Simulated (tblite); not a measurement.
**Question.** Write Cartesian coordinates for InChI=1S/C7H10O2/c8-6-4-9-7(6)5-2-1-3-5/h5,7H,1-4H2/t7-/m1/s1 as optimised with GFN2-xTB.

**Answer.** 
```xyz
19
C7H10O2 angstrom
O     -2.535   -0.146    1.900
C     -2.108    0.034    0.800
C     -2.445   -0.437   -0.595
O     -1.343    0.310   -1.115
C     -0.961    0.805    0.182
C      0.436    0.414    0.645
C      1.615    0.966   -0.175
C      2.259   -0.427   -0.143
C      0.920   -1.011    0.332
H     -2.345   -1.513   -0.764
H     -3.407   -0.096   -0.985
H     -1.077    1.895    0.238
H      0.511    0.657    1.707
H      2.179    1.779    0.277
H      1.301    1.253   -1.176
H      3.040   -0.509    0.610
H      2.638   -0.803   -1.090
H      0.953   -1.704    1.170
H      0.358   -1.457   -0.486
```

Orientation and origin are arbitrary. Atoms count from 1 in this order. The 7 C–C bonds span 1.511 Å (C2–C3, drawn single) to 1.538 Å (C6–C7, drawn single), a spread of 0.027 Å. The 4-membered ring C2–C3–O4–C5 has internal angles of 87.2° to 93.3° (sum 360°, against 360° for a flat polygon); it is planar, 0.00 Å rms from its mean plane, widest ring torsion 0°. The 3 C–O bonds span 1.193 Å (O1=C2, drawn double) to 1.440 Å (O4–C5, drawn single), a spread of 0.247 Å. O4 (cyclic ether oxygen) is bent (angle 93.3°).

Bonds between heavy atoms (Å): O1=C2 1.193, C2–C3 1.511, C3–O4 1.429, O4–C5 1.440, C5–C6 1.523, C6–C7 1.538, C7–C8 1.536, C8–C9 1.536, C2–C5 1.514, C6–C9 1.537.

Structure optimised with GFN2-xTB, isolated species.

Point group: C1 (no symmetry element, even within 0.4 Å). Its GFN2-xTB frequencies are all real (lowest 50 cm⁻¹). The numbers are those of one conformer (O4–C5–C6–C7 65°, O1–C2–C3–O4 -178°, C2–C3–O4–C5 0°, C3–O4–C5–C6 119°, C5–C6–C7–C8 -135°). 2 starts were optimised and ended at 0.00 and 0.22 kcal/mol (GFN2-xTB); the lowest of these is shown.

On one thread of an Arm Neoverse V1, shared host with 32 logical CPUs at a one-minute load of 22, this took 0.61 s wall. That covers the optimisation of the geometry.

These are computed values.
